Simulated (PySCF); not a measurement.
A structure optimised at PBE-D3(BJ)/def2-SVP, used in a PySCF frequency run:

```xyz
12

O      1.7733     0.1803    -1.2554
Ge     0.7486     0.0376     0.2366
N     -0.4310    -1.3993     0.2077
C     -1.7753    -0.9041    -0.1138
Si    -1.4424     0.9902     0.1079
H      2.7161     0.0742    -1.0307
H      1.7492    -0.0062     1.4367
H     -0.2350    -2.3941     0.0602
H     -2.1200    -1.1284    -1.1526
H     -2.5617    -1.2821     0.5815
H     -1.8022     1.8603    -1.0658
H     -2.0271     1.5876     1.3602
```
Charge 0, spin multiplicity 1.

Task: Write its SMILES and formula.

Result: [OH][Ge@@H]1[NH]C[SiH2]1, CH₇GeNOSi

Task: What are its rotational constants (standard atomic weights)?

Result: 4.4178, 1.9706, 1.6713 GHz
